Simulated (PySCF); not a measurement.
Isomers of C5H9ClO2, from PBE0-D3(BJ)/def2-SVP geometry optimisation, gas phase (PySCF). One conformer each, no zero-point energy, no frequencies.

Task: Which is lowest in electronic energy at this level?
A. `[CH3:1][C:2]([CH3:3])([Cl:4])[CH2:5][C:6](=[O:7])[OH:8]` with C1–C2–C5–C6 66°, C2–C5–C6–O7 -7°, C5–C6–O8–H 179°: A = 3029, B = 1004, C = 904.5 MHz, dipole 1.80 D
B. `[CH3:1][C:2](=[O:3])[O:4][C@H:5]([CH3:6])[CH2:7][Cl:8]` with C1–C2–O4–C5 -178°, C2–O4–C5–C6 -162°, O4–C5–C7–Cl8 58°: A = 2404, B = 1100, C = 965.3 MHz, dipole 1.52 D
C. `[Cl:1][CH2:2][C@@H:3]1[CH2:4][CH2:5][O:6][CH2:7][O:8]1` with Cl1–C2–C3–C4 -65°, C2–C3–C4–C5 -171°, C3–C4–C5–O6 53°, C4–C5–O6–C7 -57°, C5–O6–C7–O8 61°: A = 4250, B = 925.2, C = 798.3 MHz, dipole 0.83 D
D. `[CH2:1]=[C:2]([Cl:3])[CH2:4][O:5][CH2:6][CH2:7][OH:8]` with C1–C2–C4–O5 3°, C2–C4–O5–C6 -177°, C4–O5–C6–C7 -172°, O5–C6–C7–O8 60°, C6–C7–O8–H -50°: A = 4750, B = 638.6, C = 594.3 MHz, dipole 1.41 D

Result: A. That is `CC(C)(Cl)CC(=O)O`, 9.7 kcal/mol below the next.

```csv
SMILES,mapped SMILES,E (Eh),relative (kcal/mol),relative (kJ/mol),dipole (D)
CC(C)(Cl)CC(=O)O,[CH3:1][C:2]([CH3:3])([Cl:4])[CH2:5][C:6](=[O:7])[OH:8],-805.70631,0.0,0.0,1.80
CC(=O)O[C@H](C)CCl,[CH3:1][C:2](=[O:3])[O:4][C@H:5]([CH3:6])[CH2:7][Cl:8],-805.69086,9.7,40.6,1.52
ClC[C@@H]1CCOCO1,[Cl:1][CH2:2][C@@H:3]1[CH2:4][CH2:5][O:6][CH2:7][O:8]1,-805.65751,30.6,128.1,0.83
C=C(Cl)COCCO,[CH2:1]=[C:2]([Cl:3])[CH2:4][O:5][CH2:6][CH2:7][OH:8],-805.61890,54.9,229.5,1.41
```

As drawn, the lowest has a C=O bond and a C(=O)–O unit, which the highest lacks; the highest has a C=C bond outside aromatic rings, which the lowest lacks.
